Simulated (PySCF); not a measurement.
# Deuteron quadrupole couplings in `CO/C=C(\C)C(F)F`

Species: C5H8F2O.
Geometry (GFN2-xTB, Å), atoms numbered from 1 in this order:
```
atom  x, y, z in Å
C1     2.7191   -0.0492    0.5220
O2     1.4419    0.5202    0.3415
C3     0.4528   -0.3490    0.0376
C4    -0.8145    0.0328   -0.1268
C5    -1.2829    1.4525   -0.0332
C6    -1.8552   -0.9888   -0.4731
F7    -1.9542   -1.1633   -1.8249
F8    -1.5618   -2.2183    0.0236
H9     3.3917    0.7754    0.7511
H10    2.7221   -0.7616    1.3532
H11    3.0604   -0.5548   -0.3867
H12    0.7322   -1.3930   -0.0534
H13   -1.9481    1.5806    0.8205
H14   -1.8270    1.7322   -0.9343
H15   -0.4256    2.1071    0.0847
H16   -2.8587   -0.7138   -0.1131
```

Level: B3LYP/pcJ-1 (PySCF, non-relativistic); Q(2H) = 0.00286 b; rigid geometry, the same for H and D, with no vibrational averaging.

Question: Rank these positions by the coupling χzz of a deuteron there, largest first.
A. H10 (methyl hydrogen)
B. H9 (methyl hydrogen)
C. H16 (methine hydrogen)
D. H15 (methyl hydrogen)

Answer: D (203 kHz), B (197 kHz), A (189 kHz), C (174 kHz).

Question: Tabulate Vzz, the asymmetry η and χzz = 234.96 MHz × Q × Vzz for every hydrogen position.

Answer: 
```csv
atom,bonded to,bond length (Å),Vzz (au),η,χzz (kHz)
H9,C1,1.088,0.2936,0.08,197
H10,C1,1.095,0.2818,0.09,189
H11,C1,1.094,0.2821,0.09,190
H12,C3,1.085,0.2977,0.13,200
H13,C5,1.090,0.3009,0.03,202
H14,C5,1.089,0.3000,0.04,202
H15,C5,1.085,0.3026,0.03,203
H16,C6,1.101,0.2596,0.02,174
```

Question: How does χzz go with the bond length over the 8 C–H bonds?

Answer: A straight-line fit has a slope of -16.6 kHz for each 0.01 Å, with a correlation coefficient of -0.93, over lengths from 1.085 to 1.101 Å. The longer bonds have the smaller couplings here.

Question: A static deuteron (I = 1) shows a doublet split by (3/2)χ, (3/4)χ(1 + η) and (3/4)χ(1 − η) with the field along z, y and x of the gradient. What are these for H13?

Answer: With |χ| = 202.2 kHz and η = 0.033: 303, 157 and 147 kHz, to first order and without motion.

The structure is a single GFN2-xTB conformer in the gas phase; no vibrational or solvent corrections. GFN2-xTB bond lengths can be off by several hundredths of an ångström, more for odd bonds, and the gradients follow them. These gradients aren't converged with respect to the basis.

The run behind these numbers computed spin–spin couplings as well. Hardware: one thread of an Arm Neoverse N1, on a shared host. Cost: 2.5 min wall.
